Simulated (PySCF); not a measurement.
IIn, charge +1, doublet, geometry from GFN2-xTB (such geometries of metal compounds can be far from the true shape) (a state made from the parent by changing its charge; the spin is typed, not shown lowest) (all electrons, no relativity); WB97X/STO-3G in PySCF.

Here is a job for PySCF.
```python
from pyscf import gto, scf, dft

mol = gto.Mole()
mol.atom = '''
    In   -0.000000   -0.000000   -1.693201
    I     0.000000    0.000000    1.565412
'''
mol.basis = 'sto-3g'
mol.charge = 1
mol.spin = 1
mol.verbose = 4
mol.build()

mf = dft.UKS(mol)
mf.xc = 'wb97x'
mf.kernel()
```

**Question.** Write the output that PySCF gives for this input, abridged.

**Answer.** 
```
PySCF version 2.14.0

[INPUT] verbose = 4
[INPUT] num. atoms = 2
[INPUT] num. electrons = 101
[INPUT] charge = 1
[INPUT] spin (= nelec alpha-beta = 2S) = 1
[INPUT] symmetry False subgroup None
[INPUT] Mole.unit = angstrom
[INPUT] Symbol           X                Y                Z      unit          X                Y                Z       unit  Magmom
[INPUT]  1 In     0.000000000000   0.000000000000  -1.693201000000 AA    0.000000000000   0.000000000000  -3.199686163840 Bohr   0.0
[INPUT]  2 I      0.000000000000   0.000000000000   1.565412000000 AA    0.000000000000   0.000000000000   2.958199952108 Bohr   0.0

nuclear repulsion = 421.735633154118
number of shells = 22
number of NR pGTOs = 162
number of NR cGTOs = 54
basis = sto-3g
ecp = {}

******** <class 'pyscf.dft.uks.UKS'> ********
method = UKS
initial guess = minao
damping factor = 0
level_shift factor = 0
DIIS = <class 'pyscf.scf.diis.CDIIS'>
diis_start_cycle = 1
diis_space = 8
diis_damp = 0
SCF conv_tol = 1e-09
SCF conv_tol_grad = None
SCF max_cycles = 50
direct_scf = True
direct_scf_tol = 1e-13
number electrons alpha = 51  beta = 50
XC library pyscf.dft.libxc version 7.1.2
    S. Lehtola, C. Steigemann, M. J. T. Oliveira, and M. A. L. Marques,  SoftwareX 7, 1–5 (2018)
XC functionals = wb97x
    J.-D. Chai and M. Head-Gordon,  J. Chem. Phys. 128, 084106 (2008)
radial grids:
    Treutler-Ahlrichs [JCP 102, 346 (1995); DOI:10.1063/1.469408] (M4) radial grids

becke partition: Becke, JCP 88, 2547 (1988); DOI:10.1063/1.454033
pruning grids: <function nwchem_prune>
grids dens level: 3
symmetrized grids: False
atomic radii adjust function: <function treutler_atomic_radii_adjust>
small_rho_cutoff = 0
Set gradient conv threshold to 3.16228e-05
tot grids = 43832
init E= -12500.9740723601

cycle= 1 E= -12537.7118296079  delta_E= -36.7  |g|= 0.217  |ddm|= 1.34
cycle= 2 E= -12537.78767236  delta_E= -0.0758  |g|= 0.0721  |ddm|= 0.967
cycle= 3 E= -12537.7984150549  delta_E= -0.0107  |g|= 0.0233  |ddm|= 0.263
cycle= 4 E= -12537.8006183746  delta_E= -0.0022  |g|= 0.0115  |ddm|= 0.121
cycle= 5 E= -12537.8013441045  delta_E= -0.000726  |g|= 0.00211  |ddm|= 0.11
cycle= 6 E= -12537.8013708974  delta_E= -2.68e-05  |g|= 0.00105  |ddm|= 0.0159
cycle= 7 E= -12537.8013808647  delta_E= -9.97e-06  |g|= 0.0003  |ddm|= 0.0147
cycle= 8 E= -12537.8013814379  delta_E= -5.73e-07  |g|= 8.06e-05  |ddm|= 0.0031
cycle= 9 E= -12537.8013814811  delta_E= -4.32e-08  |g|= 2.21e-05  |ddm|= 0.00104
cycle= 10 E= -12537.8013814833  delta_E= -2.17e-09  |g|= 7.49e-06  |ddm|= 0.000185
cycle= 11 E= -12537.8013814836  delta_E= -3.26e-10  |g|= 1.23e-06  |ddm|= 8.51e-05
Extra cycle  E= -12537.8013814836  delta_E= -5.46e-12  |g|= 6.17e-07  |ddm|= 5e-06
converged SCF energy = -12537.8013814836  <S^2> = 0.78339781  2S+1 = 2.0331235
```
